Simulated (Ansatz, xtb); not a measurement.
## C5H8ClNO: which of two isomers lies lower

Structure I is `C/C(O)=N/C=C\CCl`, a singlet and structure II is `CC(=O)N/C=C\CCl`, a singlet. Both are isolated molecules in the gas phase, relaxed with B3LYP/def2-SVP; the shapes shown needn't be the lowest conformers.

I (Å):

```
atom    x (Å)    y (Å)    z (Å)
   C  -2.0430   0.6291   0.9153
   C  -0.8663  -0.2164   0.5274
   C   1.4746  -0.4653   0.2572
   C   1.8961  -0.9330  -0.9404
   C   1.1279  -0.8459  -2.2060
  Cl   0.2369  -2.4352  -2.5683
   N   0.3243   0.2449   0.5518
   O  -1.2362  -1.4683   0.2041
   H  -2.5708   0.1620   1.7624
   H  -2.7603   0.6837   0.0811
   H  -1.7086   1.6348   1.1936
   H  -0.5051  -1.9654  -0.2065
   H   2.1595  -0.5636   1.1110
   H   2.8753  -1.4175  -0.9805
   H   1.7684  -0.6906  -3.0827
   H   0.3481  -0.0745  -2.1798
```

II (Å):

```
atom    x (Å)    y (Å)    z (Å)
   C  -0.5345   0.7271   1.9571
   C  -1.6091  -0.0762   1.2491
   C  -2.2990  -0.8741  -0.9469
   C  -2.0878  -1.1526  -2.2485
   C  -0.7910  -0.9643  -2.9591
  Cl  -0.1978   0.7923  -2.9942
   N  -1.3738  -0.2753  -0.1068
   O  -2.6017  -0.5029   1.8008
   H   0.4770   0.3880   1.6832
   H  -0.6772   0.6319   3.0403
   H  -0.6188   1.7918   1.6814
   H  -0.5659   0.1704  -0.5348
   H  -3.2482  -1.0951  -0.4536
   H  -2.9250  -1.5549  -2.8233
   H  -0.8496  -1.2683  -4.0103
   H   0.0377  -1.5070  -2.4808
```

**Question.** Which of the two would you expect CCSD(T)/def2-SVP + ΔMP2/def2-TZVPP electronic energies to favour?

**Answer.** Structure II; the calculation gives E(II) − E(I) = −0.553 eV.

The same difference at several levels:

```json
{"level": "GFN2-xTB", "geometry": "GFN2-xTB", "E(II) − E(I) (eV)": "−0.366", "departure from the last row (eV)": "+0.187", "job, with rough time for the two": "optimisation, 1.9 s"}
{"level": "HF/STO-3G", "geometry": "GFN2-xTB", "E(II) − E(I) (eV)": "−0.698", "departure from the last row (eV)": "−0.145", "job, with rough time for the two": "single point, 3.9 s"}
{"level": "r2SCAN-D4/def2-SVP", "geometry": "GFN2-xTB", "E(II) − E(I) (eV)": "−0.661", "departure from the last row (eV)": "−0.108", "job, with rough time for the two": "single point, 18 s"}
{"level": "B3LYP/def2-SVP", "geometry": "B3LYP/def2-SVP", "E(II) − E(I) (eV)": "−0.679", "departure from the last row (eV)": "−0.126", "job, with rough time for the two": "optimisation, 9.6 min"}
{"level": "HF/def2-SVP", "geometry": "B3LYP/def2-SVP", "E(II) − E(I) (eV)": "−0.762", "departure from the last row (eV)": "−0.209", "job, with rough time for the two": "part of the CCSD(T) run"}
{"level": "MP2/def2-SVP", "geometry": "B3LYP/def2-SVP", "E(II) − E(I) (eV)": "−0.654", "departure from the last row (eV)": "−0.101", "job, with rough time for the two": "part of the CCSD(T) run"}
{"level": "CCSD(T)/def2-SVP", "geometry": "B3LYP/def2-SVP", "E(II) − E(I) (eV)": "−0.643", "departure from the last row (eV)": "−0.090", "job, with rough time for the two": "single point"}
{"level": "CCSD(T)/def2-SVP + ΔMP2/def2-TZVPP", "geometry": "B3LYP/def2-SVP", "E(II) − E(I) (eV)": "−0.553", "departure from the last row (eV)": "", "job, with rough time for the two": "single point, 7.1 min"}
```

As drawn, II has 1 C=O, 1 C–N, 1 N–H in place of 1 C–O, 1 C=N, 1 O–H.

None of the levels shown reverses the order. The largest departure from CCSD(T)/def2-SVP + ΔMP2/def2-TZVPP is that of HF/def2-SVP, 0.209 eV. The last row adds to CCSD(T) the change of the MP2 difference between the two basis sets, here +0.090 eV.

With thermal terms from frequencies at re-optimised GFN2-xTB minima (ideal gas, soft modes damped towards free rotors, one conformer each, 298.15 K, 1 atm): the zero-point term adds +0.023 eV; ΔH is −0.530 and ΔG −0.537 eV.

The correlated steps freeze 12 core orbitals. Run with Ansatz 0.2.0, xtb 6.7.1; the last row on 2 threads of Intel(R) Xeon(R) Processor @ 2.50GHz (Skylake/Cascade Lake) on a shared host.
